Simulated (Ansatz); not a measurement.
H2Au2⁺ was relaxed with PBE-D4 (def2-TZVP) in Ansatz in these states: charge +1 doublet, charge +1 quartet. The geometries follow in no particular order.

In the def2 sets Au takes a core potential; there is no spin–orbit coupling.

A:

Cartesian coordinates in Å:
```
Au 0.1261 -0.8594 0.3618
Au -0.3658 2.4222 -0.9955
H -0.1303 0.8099 -0.3148
H 0.3700 -2.3727 0.9485
```

B:

| atom | x (Å) | y (Å) | z (Å) |
| --- | --- | --- | --- |
| Au1 | -0.555 | -0.588 | 1.050 |
| Au2 | 0.456 | 0.625 | -1.083 |
| H3 | 0.805 | 1.916 | -0.296 |
| H4 | -0.706 | -1.953 | 0.329 |

**Question.** Judge from the bond lengths which geometry belongs to which state (an estimate).

**Answer.** A is the charge +1 quartet (Au1–Au2 3.585 Å, Au2–H3 1.766 Å, Au1–H4 1.641 Å); B is the charge +1 doublet (Au1–Au2 2.654 Å, Au2–H3 1.551 Å, Au1–H4 1.551 Å).
